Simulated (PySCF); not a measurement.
## Low-lying terms of Si⁴⁺ (silicon, charge +4)

Ground state [Ne], ¹S. Calculation: PySCF 2.14, in aug-cc-pVTZ-DK with one added diffuse shell each of s, p, d, f type (7s6p4d3f, 66 functions); scalar relativity by spin-free X2C-1e. Vertical excitation energies in eV without spin-orbit coupling; excited terms of each kind are numbered among those the solver found.

| term | leading excitation | CIS | TDHF | TDA-PBE | TD-PBE |
| --- | --- | --- | --- | --- | --- |
| 1 3P° | 2p → s | 105.38 | 105.35 | 97.839 | 97.834 |
| 1 1P° | 2p → s | 106.65 | 106.64 | 98.851 | 98.844 |
| 1 3S | 2p → p | 113.34 | 113.25 | 106.51 | 106.49 |
| 1 3D | 2p → p | 115.31 | 115.27 | 107.28 | 107.28 |
| 1 1D | 2p → p | 116.17 | 116.16 | 107.99 | 107.99 |
| 1 1P | 2p → p | 116.31 | 116.29 | 107.96 | 107.96 |
| 1 3P | 2p → p | 116.31 | 116.29 | 107.96 | 107.96 |
| 2 3P° | 2p → d | 130.71 | 130.71 | 121.08 | 121.08 |
| 1 3F° | 2p → d | 131.06 | 131.06 | 121.21 | 121.21 |
| 1 1F° | 2p → d | 131.19 | 131.19 | 121.30 | 121.30 |
| 1 1D° | 2p → d | 131.53 | 131.53 | 121.50 | 121.50 |
| 1 3D° | 2p → d | 131.53 | 131.53 | 121.50 | 121.50 |
| 2 3S | 2p → p | 141.38 | 141.35 | 129.23 | 129.23 |
| 2 1D | 2p → p | 142.27 | 142.27 | 129.59 | 129.59 |

Where a singlet and its triplet coincide, the exchange integral that splits them vanishes by symmetry for a single excitation; correlation beyond this level separates them.

Oscillator strength of the first ¹S → ¹P° line: CIS 0.213, TDHF 0.213, TDA-PBE 0.172, TD-PBE 0.170.

Only the lower part of the computed list is shown. The solver can miss terms.
